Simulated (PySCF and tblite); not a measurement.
The numbers below are computed, except where a source is named.
Stationary points of B2BrCl2H2N at B3LYP-D3(BJ)/def2-SVP, in Å:

Structure A

```
 1 Cl    2.842   -0.422    0.281
 2 B     1.183   -0.364   -0.342
 3 N     0.145    0.126    0.463
 4 B    -1.243    0.227    0.069
 5 Cl   -2.368   -1.089    0.362
 6 Br   -1.907    1.823   -0.773
 7 H     0.965   -0.748   -1.459
 8 H     0.383    0.447    1.401
```

Structure B

```
 1 Cl    2.843   -0.323    0.231
 2 B     1.147   -0.641   -0.144
 3 N     0.178    0.346    0.179
 4 B    -1.227    0.317   -0.024
 5 Cl   -2.043   -1.048   -0.771
 6 Br   -2.267    1.843    0.547
 7 H     0.846   -1.677   -0.659
 8 H     0.533    1.194    0.618
```

Structure C

```
 1 Cl    2.800   -0.565    0.273
 2 B     1.254   -0.028   -0.390
 3 N     0.083   -0.182    0.398
 4 B    -1.264    0.159    0.103
 5 Cl   -2.505   -0.164    1.318
 6 Br   -1.779    0.959   -1.567
 7 H     1.224    0.452   -1.484
 8 H     0.220   -0.602    1.317
```

Geometries: B3LYP-D3(BJ)/def2-SVP; energies: PBE0/pcSseg-1 + D3(BJ); zero-point and thermal terms from GFN2-xTB harmonic modes (soft modes blended into free rotors).

Which structure is a saddle point, and along which motion?

A: one imaginary mode (198i cm⁻¹ at GFN2-xTB, mostly on B2, H8, H7), along the rotation about the B4–N3 bond (torsion Cl5–B4–N3–B2 from 0° to 180°, rising).

Give their symmetry and energies above the lowest.

A C1, 13.2 kcal/mol; B Cs, 0.0 kcal/mol; C Cs, 0.2 kcal/mol.

Spin–orbit effects of heavy atoms on shieldings are missing.
